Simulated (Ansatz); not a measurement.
Molecule: Be2F2 (charge 0, singlet). SMILES: [F][Be][Be][F]
Geometry from a B3LYP-D3(BJ)/def2-TZVP (Ansatz, a quantum-chemistry and plane-wave program) optimisation:
```xyz
4

F      0.0000     0.0000    -2.3946
Be     0.0000     0.0000    -1.0211
Be     0.0000     0.0000     1.0211
F      0.0000     0.0000     2.3946
```
Charge 0, spin multiplicity 1.

Wanted: atomisation energy, in kcal/mol. Set-up: dispersion terms only where a functional's name holds one; open shells spin-unrestricted; spin-orbit terms left out; non-relativistic; atomisation electronic, to ground-state atoms. Ab initio and DFT rows: single points at B3LYP-D3(BJ) geometries (Ansatz). The Hartree-Fock reference of Be atom is unstable towards a lower, spin-broken solution.

| species | coefficient | E at HF/3-21G (Ansatz), Eh | E at wB97X-V/def2-TZVPD (Ansatz), Eh |
|---|---|---|---|
| [F][Be][Be][F] | -1 | -227.11034 | -229.35023 |
| Be atom | +2 | -14.48682 | -14.66188 |
| F atom | +2 | -98.84501 | -99.73522 |

 1 Eh = 627.5095 kcal/mol.

Task: Compute it at each level from the table.

Result: 
- HF/3-21G: the sum of coefficient times E is 0.44668 Eh, or 280.30 kcal/mol. Result: 280.3 kcal/mol.
- wB97X-V/def2-TZVPD: the sum of coefficient times E is 0.55603 Eh, or 348.91 kcal/mol. Result: 348.9 kcal/mol.
